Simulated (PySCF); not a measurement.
B(OH)(PH2)2 (BH₅OP₂), SMILES B(P)(O)P. Geometry optimised at PBE-D3(BJ)/def2-SVP. Other conformers were not sampled.

Computed equilibrium geometry at PBE-D3(BJ)/def2-SVP (PySCF confirms it by a frequency run) as bond lengths and angles (one conformer of several):
Atoms: B1 O2 H3 P4 H5 H6 P7 H8 H9. Bonded distances (Å): B1–O2 1.365, B1–P4 1.936, B1–P7 1.944, O2–H3 0.975, P4–H5 1.437, P4–H6 1.437, P7–H8 1.436, P7–H9 1.442. Bond angles (°): O2–B1–P4 116.7, O2–B1–P7 123.3, P4–B1–P7 120.0, B1–O2–H3 113.8, B1–P4–H5 96.6, B1–P4–H6 97.4, H5–P4–H6 95.5, B1–P7–H8 96.3, B1–P7–H9 97.6, H8–P7–H9 94.9.
Charge 0, spin multiplicity 1.
